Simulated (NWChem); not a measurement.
All runs are NWChem calculations. System: F6Si, charge -1, spin multiplicity 2, at the geometry of a parent with another charge or spin, in a state set for the comparison that need not be this species' ground state. Its SCF solution wasn't tested for a lower state. Level: UMP2/def2-SVPD, 11 core orbitals frozen.

Job file:

```
start mol
memory heap 200 mb stack 900 mb global 1100 mb
charge -1
geometry units angstroms nocenter noautoz
  F      0.000000    -1.722476     0.000000
  Si     0.000000     0.000000     0.000000
  F      1.722490     0.000000     0.000000
  F     -1.722490     0.000000     0.000000
  F      0.000000     0.000000     1.722493
  F      0.000000     1.722476     0.000000
  F      0.000000     0.000000    -1.722493
  symmetry group D2h
end
basis spherical
  * library def2-svpd
end
scf
  uhf
  nopen 1
  maxiter 100
  thresh 1e-7
  semidirect memsize 60000000 filesize 0
  # guess.movecs holds the orbitals of an unrestricted PBE0 run
  vectors input guess.movecs output mol.movecs
end
mp2
  freeze core 11
end
task mp2 energy
```

Output (cleaned and shortened):

```
             Northwest Computational Chemistry Package (NWChem) 7.3.0
             --------------------------------------------------------

                                NWChem Input Module
                                -------------------

 Scaling coordinates for geometry "geometry" by  1.889725989
 (inverse scale =  0.529177249)

 Turning off AUTOSYM since
 SYMMETRY directive was detected!

                             Geometry "geometry" -> ""
                             -------------------------

 Output coordinates in angstroms (scale by  1.889725989 to convert to a.u.)

  No.       Tag          Charge          X              Y              Z
 ---- ---------------- ---------- -------------- -------------- --------------
    1 F                    9.0000     0.00000000    -1.72247600     0.00000000
    2 Si                  14.0000     0.00000000     0.00000000     0.00000000
    3 F                    9.0000     1.72249000     0.00000000     0.00000000
    4 F                    9.0000    -1.72249000     0.00000000     0.00000000
    5 F                    9.0000     0.00000000     0.00000000     1.72249300
    6 F                    9.0000     0.00000000     1.72247600     0.00000000
    7 F                    9.0000     0.00000000     0.00000000    -1.72249300

 Effective nuclear repulsion energy (a.u.)     480.7357052440

            Nuclear Dipole moment (a.u.)
            ----------------------------
        X                 Y               Z
 ---------------- ---------------- ----------------
     0.0000000000     0.0000000000     0.0000000000

      Symmetry information
      --------------------

 Group name             D2h
 Group number             26
 Group order               8
 No. of unique centers     4

      Symmetry unique atoms

     1    2    3    5


 Summary of "ao basis" -> "" (spherical)
 ------------------------------------------------------------------------------
       Tag                 Description            Shells   Functions and Types
 ---------------- ------------------------------  ------  ---------------------
 *                         def2-svpd                  on all atoms

 Summary of "ao basis" -> "ao basis" (spherical)
 ------------------------------------------------------------------------------
       Tag                 Description            Shells   Functions and Types
 ---------------- ------------------------------  ------  ---------------------
 F                         def2-svpd                 9       23   4s3p2d
 Si                        def2-svpd                10       24   5s3p2d

                                 NWChem SCF Module
                                 -----------------

  ao basis        = "ao basis"
  functions       =   162
  atoms           =     7
  alpha electrons =    35
  beta  electrons =    34
  charge          =  -1.00
  wavefunction    = UHF
  use symmetry    = T
  symmetry adapt  = T

 Summary of "ao basis" -> "ao basis" (spherical)
 ------------------------------------------------------------------------------
       Tag                 Description            Shells   Functions and Types
 ---------------- ------------------------------  ------  ---------------------
 F                         def2-svpd                 9       23   4s3p2d
 Si                        def2-svpd                10       24   5s3p2d

      Symmetry analysis of basis
      --------------------------

        ag         42
        au          6
        b1g        14
        b1u        24
        b2g        14
        b2u        24
        b3g        14
        b3u        24

 Forming initial guess at       0.1s

   Symmetry analysis of molecular orbitals - initial alpha
   -------------------------------------------------------

  Numbering of irreducible representations:

     1 ag          2 au          3 b1g         4 b1u         5 b2g
     6 b2u         7 b3g         8 b3u

  Orbital symmetries:

     1 ag          2 ag          3 b3u         4 ag          5 b2u
     6 ag          7 b1u         8 ag          9 b3u        10 b2u
    11 b1u        12 ag         13 b3u        14 b2u        15 ag
    16 b1u        17 ag         18 ag         19 b3u        20 b2u
    21 b1g        22 b1u        23 ag         24 b2g        25 b3g
    26 b2u        27 b3u        28 b1g        29 b1u        30 ag
    31 b1u        32 b3u        33 b2u        34 b2g        35 b3g
    36 ag         37 b3u        38 b2u        39 b1u        40 ag
    41 ag         42 b1g        43 b2g        44 b3g        45 ag

   Symmetry analysis of molecular orbitals - initial beta
   ------------------------------------------------------

  Numbering of irreducible representations:

     1 ag          2 au          3 b1g         4 b1u         5 b2g
     6 b2u         7 b3g         8 b3u

  Orbital symmetries:

     1 ag          2 ag          3 b3u         4 ag          5 b2u
     6 ag          7 b1u         8 ag          9 b3u        10 b2u
    11 b1u        12 ag         13 b3u        14 b2u        15 ag
    16 b1u        17 ag         18 ag         19 b3u        20 b2u
    21 b1u        22 b2g        23 b3g        24 ag         25 b1g
    26 b1u        27 ag         28 b1u        29 b2u        30 b3u
    31 b2u        32 b3u        33 b2g        34 b3g        35 b1g
    36 ag         37 b3u        38 b2u        39 b1u        40 ag
    41 ag         42 b1g        43 b2g        44 b3g        45 ag

 Starting SCF solution at       0.2s

 ----------------------------------------------
         Quadratically convergent UHF

 Convergence threshold     :          1.000E-07
[...]
   150     -0.384714  7 F  px                50     -0.211131  3 F  s

 center of mass
 --------------
 x =   0.00000000 y =   0.00000000 z =   0.00000000

 moments of inertia (a.u.)
 ------------------
         805.165828885254           0.000000000000           0.000000000000
           0.000000000000         805.172373101930           0.000000000000
           0.000000000000           0.000000000000         805.164426546190

  Mulliken analysis of the total density
  --------------------------------------

    Atom       Charge   Shell Charges
 -----------   ------   -------------------------------------------------------
    1 F    9     9.81   1.99  1.12  0.83  0.14  3.30  2.17  0.25  0.00 -0.00
    2 Si  14    10.23   2.00  1.99  0.83 -1.65  0.14  5.94  0.80 -0.56  0.74  0.02
    3 F    9     9.65   1.99  1.14  0.82  0.13  3.27  2.06  0.23  0.00  0.00
    4 F    9     9.65   1.99  1.14  0.82  0.13  3.27  2.06  0.23  0.00  0.00
    5 F    9     9.92   1.99  1.11  0.84  0.16  3.33  2.23  0.26  0.00 -0.01
    6 F    9     9.81   1.99  1.12  0.83  0.14  3.30  2.17  0.25  0.00 -0.00
    7 F    9     9.92   1.99  1.11  0.84  0.16  3.33  2.23  0.26  0.00 -0.01

  Mulliken analysis of the alpha density
  --------------------------------------

    Atom       Charge   Shell Charges
 -----------   ------   -------------------------------------------------------
    1 F    9     5.00   1.00  0.57  0.41  0.08  1.73  1.09  0.12  0.00 -0.00
    2 Si  14     5.03   1.00  0.99  0.41 -0.83  0.07  2.97  0.39 -0.32  0.35 -0.01
    3 F    9     5.03   1.00  0.58  0.41  0.07  1.81  1.07  0.10  0.00 -0.00
    4 F    9     5.03   1.00  0.58  0.41  0.07  1.81  1.07  0.10  0.00 -0.00
    5 F    9     4.96   1.00  0.55  0.42  0.08  1.66  1.11  0.14  0.00 -0.00
    6 F    9     5.00   1.00  0.57  0.41  0.08  1.73  1.09  0.12  0.00 -0.00
    7 F    9     4.96   1.00  0.55  0.42  0.08  1.66  1.11  0.14  0.00 -0.00

   Mulliken analysis of the beta density
   -------------------------------------

    Atom       Charge   Shell Charges
 -----------   ------   -------------------------------------------------------
    1 F    9     4.82   1.00  0.56  0.42  0.07  1.57  1.07  0.13  0.00  0.00
    2 Si  14     5.21   1.00  0.99  0.42 -0.82  0.07  2.97  0.41 -0.24  0.38  0.03
    3 F    9     4.62   1.00  0.56  0.42  0.07  1.46  0.99  0.13  0.00  0.00
    4 F    9     4.62   1.00  0.56  0.42  0.07  1.46  0.99  0.13  0.00  0.00
    5 F    9     4.96   1.00  0.55  0.42  0.08  1.67  1.11  0.13  0.00 -0.01
    6 F    9     4.82   1.00  0.56  0.42  0.07  1.57  1.07  0.13  0.00  0.00
    7 F    9     4.96   1.00  0.55  0.42  0.08  1.67  1.11  0.13  0.00 -0.01

   Mulliken analysis of the spin density
   -------------------------------------

    Atom       Charge   Shell Charges
 -----------   ------   -------------------------------------------------------
    1 F    9     0.18  -0.00  0.01 -0.00  0.01  0.16  0.02 -0.02 -0.00 -0.01
    2 Si  14    -0.18  -0.00 -0.00 -0.01 -0.01 -0.00 -0.00 -0.02 -0.08 -0.03 -0.04
    3 F    9     0.40  -0.00  0.02 -0.01 -0.00  0.35  0.08 -0.02 -0.00 -0.00
    4 F    9     0.40  -0.00  0.02 -0.01 -0.00  0.35  0.08 -0.02 -0.00 -0.00
    5 F    9     0.01  -0.00 -0.00  0.00  0.00 -0.00  0.00  0.01 -0.00  0.00
    6 F    9     0.18  -0.00  0.01 -0.00  0.01  0.16  0.02 -0.02 -0.00 -0.01
    7 F    9     0.01  -0.00 -0.00  0.00  0.00 -0.00  0.00  0.01 -0.00  0.00

       Multipole analysis of the density wrt the origin
       ------------------------------------------------

     L   x y z        total         alpha         beta         nuclear
     -   - - -        -----         -----         ----         -------
     0   0 0 0     -1.000000    -35.000000    -34.000000     68.000000

     1   1 0 0      0.000000      0.000000      0.000000      0.000000
     1   0 1 0      0.000000      0.000000      0.000000      0.000000
     1   0 0 1      0.000000      0.000000      0.000000      0.000000

     2   2 0 0    -35.030762   -116.759437   -108.985773    190.714448
     2   1 1 0      0.000000      0.000000      0.000000      0.000000
     2   1 0 1      0.000000     -0.000000      0.000000      0.000000
     2   0 2 0    -38.454166   -116.227628   -112.937886    190.711348
     2   0 1 1     -0.000000      0.000000     -0.000000      0.000000
     2   0 0 2    -41.064706   -115.757658   -116.022160    190.715112

                   NWChem MP2 Semi-direct Energy/Gradient Module
                   ---------------------------------------------

  Basis functions       =    162
  Molecular orbitals    =    162
  Frozen core           =     11
  Frozen virtuals       =      0
  Active alpha occupied =     24
  Active beta occupied  =     23
  Active alpha virtual  =    127
  Active beta virtual   =    128
  Use MO symmetry       = T
  Use skeleton AO sym   = T

  AO/Fock/Back tols     =   1.0D-09  1.0D-09  1.0D-09

 GA uses MA = F    GA memory limited = T

 Available:
  local mem=  1.26D+08
 global mem=  1.44D+08
 local disk=  0.00D+00
  mp2_memr nvloc                   127
  nvloc new                   127
   1 passes of  24:        3145728                     131261                 131584995.
   1 passes of  24: M    126120620           G      144126712           F     122974892.
  mp2_memr nvloc                   127
  nvloc new                   127
   2 passes of  12:        3145728                      92399                  65814946.
   2 passes of  12: M    126120620           G      144126712           F     122974892.

 Semi-direct pass number   1 of   2  for UHF alpha       at       31.3s
  vrange nnbf                 12693
  mp2_eaftype                   251  avail_ma_in_mb                  1099
 EAF : mp2_eaftype filesize         251   32907473.
  mp2_eaf for mointskh                    251
Node 0 wrote    154.8 Mb in      0.1 s     Agg I/O rate:  2119.3 Mb/s
 Done moints_semi at       50.2s
  mp2_eaftype                   251  avail_ma_in_mb                   848
 EAF : mp2_eaftype filesize         251   32907473.
  mp2_eaf for kh                   251
 Done maket at       51.2s
 Semi-direct pass number   2 of   2  for UHF alpha       at       51.2s
  vrange nnbf                 12693
  mp2_eaftype                   251  avail_ma_in_mb                   848
 EAF : mp2_eaftype filesize         251   32907473.
  mp2_eaf for mointskh                    251
Node 0 wrote    154.8 Mb in      0.1 s     Agg I/O rate:  2275.8 Mb/s
 Done moints_semi at       69.7s
  mp2_eaftype                   251  avail_ma_in_mb                   848
 EAF : mp2_eaftype filesize         251   32907473.
  mp2_eaf for kh                   251
 Done maket at       70.6s
 Done multipass loop at       70.6s

 GA uses MA = F    GA memory limited = T

 Available:
  local mem=  1.26D+08
 global mem=  1.44D+08
 local disk=  0.00D+00
  mp2_memr nvloc                   128
  nvloc new                   128
   1 passes of  23:        3145728                     128609                 127096750.
   1 passes of  23: M    126120620           G      144126712           F     122974892.
  mp2_memr nvloc                   128
  nvloc new                   128
   2 passes of  12:        3145728                      92705                  66332820.
   2 passes of  12: M    126120620           G      144126712           F     122974892.

 Semi-direct pass number   1 of   2  for UHF beta        at       70.8s
  vrange nnbf                 12693
  mp2_eaftype                   253  avail_ma_in_mb                  1099
 EAF : mp2_eaftype filesize         253   33166410.
  mp2_eaf for mointskh                    253
Node 0 wrote    156.0 Mb in      0.1 s     Agg I/O rate:  2089.4 Mb/s
 Done moints_semi at       89.3s
  mp2_eaftype                   253  avail_ma_in_mb                   846
 EAF : mp2_eaftype filesize         253   33166410.
  mp2_eaf for kh                   253
 Done maket at       90.0s
 Semi-direct pass number   2 of   2  for UHF beta        at       90.0s
  vrange nnbf                 12693
  mp2_eaftype                   253  avail_ma_in_mb                   846
 EAF : mp2_eaftype filesize         253   33166410.
  mp2_eaf for mointskh                    253
Node 0 wrote    143.0 Mb in      0.1 s     Agg I/O rate:  2522.6 Mb/s
 Done moints_semi at      108.4s
  mp2_eaftype                   253  avail_ma_in_mb                   846
 EAF : mp2_eaftype filesize         253   33166410.
  mp2_eaf for kh                   253
 Done maket at      109.3s
 Done multipass loop at      109.3s

          -------------------------------------------
          SCF energy                -885.171529916215
          Correlation energy          -1.349724246394
          Singlet pairs                0.000000000000
          Triplet pairs                0.000000000000
          Total MP2 energy          -886.521254162609
          -------------------------------------------

          ---------------------------------------------------
                    Spin Component Scaled (SCS) MP2
          Same spin pairs                     -0.388282848973
          Same spin scaling factor             0.333333333333
          Opposite spin pairs                 -0.961441397421
          Opposite spin scaling fact.          1.200000000000
          SCS-MP2 correlation energy          -1.283157293229
          Total SCS-MP2 energy              -886.454687209445
          ---------------------------------------------------

 -----------------------
 Performance information
 -----------------------

 Timer overhead =  2.60D-07 seconds/call

               Nr. of calls         CPU time (s)                 Wall time (s)                GFlops
             ---------------    -------------------     ------------------------------   -------------------
Name         Min   Avg   Max    Min     Avg     Max     Min     Avg     Max   Mx/calls   Min     Max     Sum
mp2: moin     4     4     4    74.     74.     74.      74.     74.     74.     19.      0.0     0.0     0.0
mp2: make     4     4     4    3.4     3.4     3.4      3.4     3.4     3.4    0.86      0.0     0.0     0.0
mp2: tota     1     1     1    78.     78.     78.      78.     78.     78.     78.      0.0     0.0     0.0

 The average no. of pstat calls per process was 9.00D+00
 with a timing overhead of 2.34D-06s

 Task  times  cpu:      109.2s     wall:      109.2s

 Total times  cpu:      109.3s     wall:      109.3s
```
